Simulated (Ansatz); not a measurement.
`O[SiH2]/C=C/Cl` + `[NH2][AlH2]` → `O[SiH2][NH][AlH2]` + `C=CCl`  (ligand exchange at the Si–C bond)

Program: Ansatz. Geometries: PBE0-D4/def2-TZVP. ΔE: electronic, gas phase. CCSD(T)/CBS is the MP2 limit (def2-TZVPP, def2-QZVPP) plus CCSD(T) − MP2 in def2-TZVPP, frozen cores. This one scheme is used for every species. One conformer a species, not always the lowest.

```csv
species,CCSD(T)/def2-TZVPP energy (Eh)
`O[SiH2]/C=C/Cl`,-903.01680
`[NH2][AlH2]`,-299.09544
`O[SiH2][NH][AlH2]`,-664.56687
`C=CCl`,-537.56929
```

Question: Work out ΔE.

Answer: ΔE = (-664.56687) + (-537.56929) − (-903.01680) − (-299.09544) = -0.02392 Eh = -62.8 kJ/mol. CCSD(T)/CBS gives -62.7 kJ/mol.

Largest T1 diagnostic among the species: 0.012.

In def2-TZVPP, CCSD(T) changes the Hartree–Fock value by +7.4 kJ/mol (the triples alone add +1.4 kJ/mol) and MP2 by +8.0 kJ/mol. From PBE to PBE0 (25 % exact exchange), in def2-TZVPP and without D4, ΔE moves by −4.1 kJ/mol.
